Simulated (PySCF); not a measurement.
# Computed records: AlH5NSi, AlBH3NSi

Calculation on a computer-drawn molecule: optimised geometry and harmonic frequencies of an isolated molecule of the commonest isotopes, restricted reference for singlets and unrestricted otherwise, frozen core in MP2. Program: PySCF 2.14.0.

Common to all runs: charge 0; basis cc-pV(D+d)Z.

(1) AlH5NSi

Start structure:
```xyz
8
AlH5NSi
Al    -2.6222     0.7539    -3.6034
N     -2.1188     1.5303    -2.0337
Si    -2.4802     1.3930    -0.3865
H     -2.0005    -0.5938    -4.3267
H     -1.3052     2.2034    -2.2385
H     -1.3295     0.8387     0.3431
H     -2.7488     2.7459     0.1327
H     -3.6497     0.5338    -0.3003
```

Settings of this run: multiplicity 2 and method HF.

The calculation gives: rotational constants 34.65, 3.034, 2.881 GHz; total energy -588.2394 hartree; spin squared 0.7545; convergence status largest gradient component 3.959e-05 hartree/bohr.

Drawn bonds:
```
atom  other atom  order
   1           2      1
   2           3      1
   1           4      1
   2           5      1
   3           6      1
   3           7      1
   3           8      1
```

Optimised structure:
```xyz
8
AlH5NSi
Al    -2.7068     0.1838    -3.3271
N     -2.0197     1.2155    -2.0310
Si    -2.4723     1.4477    -0.3769
H     -1.9728     0.2670    -4.7391
H     -1.2200     1.7656    -2.3095
H     -1.3870     1.0663     0.5610
H     -2.8210     2.8605    -0.0851
H     -3.6553     0.5989    -0.1056
```

Modes:
```
frequency (cm⁻¹)  reduced mass (dalton)
           112.1                  1.398
           198.2                   4.05
           232.2                  1.146
           539.6                  1.114
           562.9                  1.746
           644.8                  1.486
           783.9                  1.243
             827                  1.615
           941.7                  3.401
            1022                   1.05
            1047                  1.061
            1077                  1.076
            1219                  1.398
            1907                  1.044
            2278                   1.05
            2294                  1.044
            2313                  1.025
            3725                  1.074
```

(2) AlBH3NSi

Start structure:
```xyz
7
AlBH3NSi
Al    -1.3957     0.1547     3.6388
B     -0.8755     0.4522     1.5668
N     -0.7221     0.2350     0.3594
Si    -0.4123    -0.0922    -1.2755
H      0.3311     1.1041    -1.8354
H     -1.6710    -0.1837    -1.9809
H      0.3504    -1.3216    -1.3692
```

Settings of this run: multiplicity 1 and method HF.

Results for AlBH3NSi: rotational constants 87.04, 1.23, 1.23 GHz; total energy -611.7538 hartree; convergence status largest gradient component 4.671e-06 hartree/bohr.

Drawn bonds:
```
atom  other atom  order
   1           2      1
   2           3      2
   3           4      1
   4           5      1
   4           6      1
   4           7      1
```

Optimised structure:
```xyz
7
AlBH3NSi
Al    -1.3815     0.4182     3.7961
B     -0.9607     0.2127     1.6061
N     -0.7255     0.0978     0.3811
Si    -0.4056    -0.0589    -1.2858
H      0.3481     1.1138    -1.7869
H     -1.6681    -0.1607    -2.0540
H      0.3981    -1.2744    -1.5527
```

Modes:
```
frequency (cm⁻¹)  reduced mass (dalton)
           86.73                  5.992
           86.73                  5.992
           260.2                  8.071
           260.3                  8.071
           320.8                  14.62
           780.3                  1.208
           780.3                  1.208
           794.9                  11.72
            1038                  1.047
            1038                  1.047
            1061                   1.09
            2036                  11.79
            2295                  1.051
            2295                  1.051
            2318                  1.021
```

(3) AlBH3NSi

Start structure:
```xyz
7
AlBH3NSi
Al    -1.3815     0.4182     3.7961
B     -0.9607     0.2127     1.6061
N     -0.7255     0.0978     0.3811
Si    -0.4056    -0.0589    -1.2858
H      0.3481     1.1138    -1.7869
H     -1.6681    -0.1607    -2.0540
H      0.3981    -1.2744    -1.5527
```

Settings of this run: multiplicity 1 and method MP2.

It finds rotational constants 86.35, 1.215, 1.215 GHz; total energy -612.1328 hartree; convergence status largest gradient component 1.92e-05 hartree/bohr.

Drawn bonds:
```
atom  other atom  order
   1           2      1
   2           3      2
   3           4      1
   4           5      1
   4           6      1
   4           7      1
```

Optimised structure:
```xyz
7
AlBH3NSi
Al    -1.3834     0.4193     3.8064
B     -0.9669     0.2157     1.6378
N     -0.7261     0.0980     0.3841
Si    -0.4014    -0.0610    -1.3077
H      0.3522     1.1180    -1.7945
H     -1.6721    -0.1616    -2.0628
H      0.4024    -1.2798    -1.5595
```

Modes:
```
frequency (cm⁻¹)  reduced mass (dalton)
           77.63                  6.273
            77.8                  6.273
           223.2                   7.79
           223.3                  7.794
           318.4                   14.3
           732.2                  1.206
           732.3                  1.206
           743.3                  12.03
             989                  1.044
             989                  1.044
            1004                  1.089
            1870                  12.25
            2286                  1.052
            2286                  1.052
            2287                  1.018
```

(4) AlBH3NSi

Start structure:
```xyz
7
AlBH3NSi
Al    -1.3039    -4.0040    -3.3391
N     -1.3008    -2.2760    -3.0191
B     -1.3745    -1.0078    -2.7958
Si    -1.4895     0.8636    -2.4437
H     -2.2258     1.1731    -1.2562
H     -2.1086     1.6905    -3.5315
H     -0.0850     1.4773    -2.2208
```

Settings of this run: multiplicity 1 and method HF.

The calculation gives: rotational constants 85.78, 1.286, 1.286 GHz; total energy -611.7833 hartree; convergence status largest gradient component 1.759e-05 hartree/bohr.

Drawn bonds:
```
atom  other atom  order
   1           2      1
   2           3      2
   3           4      1
   4           5      1
   4           6      1
   4           7      1
```

Optimised structure:
```xyz
7
AlBH3NSi
Al    -1.2734    -4.0273    -3.3577
N     -1.3395    -2.2604    -3.0262
B     -1.3854    -1.0282    -2.7951
Si    -1.4591     0.9489    -2.4242
H     -2.2512     1.1860    -1.1983
H     -2.0948     1.6366    -3.5685
H     -0.0847     1.4611    -2.2362
```

Modes:
```
frequency (cm⁻¹)  reduced mass (dalton)
           78.01                  8.532
           78.03                  8.534
           296.6                  3.686
           296.6                  3.687
           389.8                  10.77
           674.6                    1.4
           674.7                    1.4
           753.2                   14.6
           990.4                  1.101
            1024                  1.036
            1024                  1.036
            2028                  11.98
            2327                  1.051
            2328                  1.051
            2331                  1.019
```

(5) AlBH3NSi

Start structure:
```xyz
7
AlBH3NSi
Al    -1.2734    -4.0273    -3.3577
N     -1.3395    -2.2604    -3.0262
B     -1.3854    -1.0282    -2.7951
Si    -1.4591     0.9489    -2.4242
H     -2.2512     1.1860    -1.1983
H     -2.0948     1.6366    -3.5685
H     -0.0847     1.4611    -2.2362
```

It was run with multiplicity 1 and method MP2.

It finds rotational constants 85.85, 1.26, 1.26 GHz; total energy -612.1654 hartree; convergence status largest gradient component 1.562e-05 hartree/bohr.

Drawn bonds:
```
atom  other atom  order
   1           2      1
   2           3      2
   3           4      1
   4           5      1
   4           6      1
   4           7      1
```

Optimised structure:
```xyz
7
AlBH3NSi
Al    -1.2717    -4.0757    -3.3668
N     -1.3391    -2.2727    -3.0285
B     -1.3860    -1.0113    -2.7919
Si    -1.4591     0.9511    -2.4238
H     -2.2513     1.1999    -1.1961
H     -2.0950     1.6502    -3.5655
H     -0.0859     1.4752    -2.2336
```

Modes:
```
frequency (cm⁻¹)  reduced mass (dalton)
           59.17                  9.064
           59.28                  9.065
           254.1                  3.907
           254.1                  3.907
           372.5                     11
           633.4                  1.361
           633.4                   1.36
           710.9                  14.24
           933.5                  1.099
           976.7                  1.034
           976.7                  1.034
            1865                  12.13
            2286                  1.018
            2294                  1.051
            2294                  1.051
```
